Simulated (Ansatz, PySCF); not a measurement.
Sites of deprotonation of C=N (CH3N):

A. C=N (CH3N) → [CH-]=N + H+
B. C=N (CH3N) -> C=[N-] + H+

Quantity: gas-phase deprotonation energy (enthalpy at 298 K, with B3LYP-D3(BJ) rigid-rotor harmonic-oscillator terms from PySCF), kcal/mol. Geometries: B3LYP-D3(BJ)/def2-TZVP minima from Ansatz (a first-principles code). Cores are frozen in the correlated levels unless marked. No spin-orbit coupling. Non-relativistic. Basis-set limits of correlation are two-point, X^-3; Hartree-Fock from the larger set. Anions need diffuse functions, which plain sets lack and def2-D sets hold few of.

### Question
Rank them by gas-phase deprotonation energy at CCSD(T)/CBS(def2-TZVPPD,def2-QZVPPD) (Ansatz), lowest first.

### Answer
B (391.3 kcal/mol), A (404.7 kcal/mol)
